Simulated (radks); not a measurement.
Problem. Species: Sn29+. Configuration: [Ar] 3d3. Method: scalar-relativistic Kohn-Sham, LDA (Slater exchange, Perdew-Wang correlation), spin-polarised, spherical densities, point nucleus; open shells are filled with parallel spins first (spin-orbit coupling, left out, can overturn this in heavy ions); computed with a radial shooting solver on a logarithmic mesh with Libxc functionals. Some entries of the table are withheld. Estimate them.

orbital,occ.,eigenvalue (eV),<r> (bohr)
1s up,1,-30309.80,0.02908
1s down,1,-30309.54,0.02908
2s up,1,-5684.809,0.1249
2s down,1,-5674.980,0.1248
2p up,3,-5246.252,0.1089
2p down,3,-5238.633,0.1088
3s up,1,-1969.091,0.3164
3s down,1,-1958.307,0.3171
3p up,3,-1828.122,0.3093
3p down,3,-1817.025,0.3101
3d up,3,-1636.346,0.2769
3d down,0,-1622.874,0.2779
4s up,0,-971.4977,0.6187
4s down,0,-967.9226,0.6205
4p up,0,-915.7425,0.6237
4p down,0,-912.1653,0.6257
4d up,0,-840.9041,(1)
4d down,0,-836.9938,(2)
4f up,0,(3),0.5571
4f down,0,(4),0.5611

Solution. 
(1) 4d up <r> (bohr): 0.6105
(2) 4d down <r> (bohr): 0.6130
(3) 4f up eigenvalue (eV): -773.7485
(4) 4f down eigenvalue (eV): -769.0650
